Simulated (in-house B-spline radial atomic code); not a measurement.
K⁹⁺. Computed with a B-spline radial atomic code. Model: all-electron spherical atom, spin shells full or empty, radial basis limit, no spin-orbit coupling: exact exchange with a local potential (Slater, KLI or optimised effective potential, whose far tail is KLI's), no correlation.

Exchange potential has not reached -1/r at the last radius.

The run also made RPA and GW results, which its time includes.

The Slater potential averages the orbital exchange potentials with the orbital densities as weights, KLI adds orbital constants, and the optimised effective potential minimises the exact-exchange energy among local potentials. So their energies lie above Hartree-Fock in the order OEP, KLI, Slater. All fall off as −1/r, unlike LDA and GGA exchange.

Command:
```bash
python run_gw.py task.json out
```
Settings (nuclear radius in fm, other lengths in bohr, energies in hartree):
```
Z                      19
electrons              10
configuration          [He] 2s2 2p6
hamiltonian            x2c
method                 oep
lmax                   9
rms_radius             3.4349
spin_polarised         False
box_radius             7.11
intervals              98
```

Cost of the run: 3.2 s on 1 thread of Arm Neoverse N1 (shared host).

Given: hamiltonian one-electron scalar X2C; mean-field start exchange-only OEP.

Computed: energy above Hartree-Fock 2.0115 millihartree.

| radius (bohr) | r times exchange potential (hartree bohr) |
| --- | --- |
| 0.00263 | -0.042967 |
| 0.00312 | -0.050934 |
| 0.00369 | -0.060176 |
| 0.00437 | -0.071159 |
| 0.00518 | -0.084174 |
| 0.00614 | -0.099492 |
| 0.00727 | -0.11735 |
| 0.00861 | -0.13826 |
| 0.0102 | -0.16265 |
| 0.0121 | -0.19112 |
| 0.0143 | -0.2231 |
| 0.017 | -0.26076 |
| 0.0201 | -0.30174 |
| 0.0238 | -0.34733 |
| 0.0282 | -0.39673 |
| 0.0334 | -0.44837 |
| 0.0395 | -0.49985 |
| 0.0468 | -0.54918 |
| 0.0555 | -0.59168 |
| 0.0657 | -0.62094 |
| 0.0778 | -0.63039 |
| 0.0922 | -0.6148 |
| 0.109 | -0.58644 |
| 0.129 | -0.59302 |
| 0.153 | -0.68789 |
| 0.182 | ? |
| 0.215 | -0.99948 |
| 0.255 | -1.135 |
| 0.302 | -1.2451 |
| 0.357 | ? |
| 0.423 | -1.3598 |
| 0.501 | -1.3553 |
| 0.594 | -1.3174 |
| 0.704 | -1.2614 |
| 0.834 | -1.202 |
| 0.987 | -1.1496 |
| 1.17 | -1.1017 |

(1) What belongs in the row 0.182?

(2) What belongs in the row 0.357?

```tsv
occupied	level (hartree)	Hartree-Fock level (hartree)
1s	-138.13	-141.68
2s	-21.278	-21.611
2p	-18.603	-18.602
```

```json
{"empty": "3s", "level (hartree)": "-7.6257"}
{"empty": "3p", "level (hartree)": "-6.8956"}
{"empty": "3d", "level (hartree)": "-5.9805"}
{"empty": "4s", "level (hartree)": "-3.9061"}
{"empty": "4p", "level (hartree)": "?"}
{"empty": "4d", "level (hartree)": "-3.2838"}
{"empty": "4f", "level (hartree)": "-3.1649"}
```

(3) What belongs in the row 4p?

Answers

(1) r times exchange potential (hartree bohr): -0.84692.

(2) r times exchange potential (hartree bohr): -1.3223.

(3) level (hartree): -3.6241.

The highest level, 2p, differs from Hartree-Fock by -0.017 eV and the deepest, 1s, by +96.4 eV: a local potential can match the highest level but can't give each shell its own exchange.
